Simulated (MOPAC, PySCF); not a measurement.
Isomers of C2H6OSi. All species are isolated molecules in the gas phase. One relaxed conformer stands for each flexible species; it need not be the lowest. Strings in code marks are SMILES.

Quantity: electronic energy of isomers of C2H6OSi relative to `C[Si](C)=O`, in kcal/mol. Semi-empirical values (MOPAC) are differences of heats of formation.

Level 1: frozen-core MP2/6-31G* // B3LYP-D3(BJ)/def2-TZVP (PySCF)
Level 2: HF/STO-3G // B3LYP-D3(BJ)/def2-TZVP (PySCF)
Level 3: AM1 // B3LYP-D3(BJ)/def2-TZVP (MOPAC)
Level 4: PM3 // B3LYP-D3(BJ)/def2-TZVP (MOPAC)

```tsv
species	level 1	level 2	level 3	level 4
`C=C(O)[SiH3]` (Si–C–O–H torsion 0°)	51.7	10.5	26.2	39.5
`C=[Si](C)O` (C–Si–O–H torsion 0°)	23.3	…	…	…
`C=CO[SiH3]` (C–C–O–Si torsion 180°)	26.9	-3.27	22.4	25.9
```

Task: Some entries are withheld; supply them.

Result: 
- `C=[Si](C)O` (C–Si–O–H torsion 0°), level 2: 18.9
- `C=[Si](C)O` (C–Si–O–H torsion 0°), level 3: -3.86
- `C=[Si](C)O` (C–Si–O–H torsion 0°), level 4: 7.45
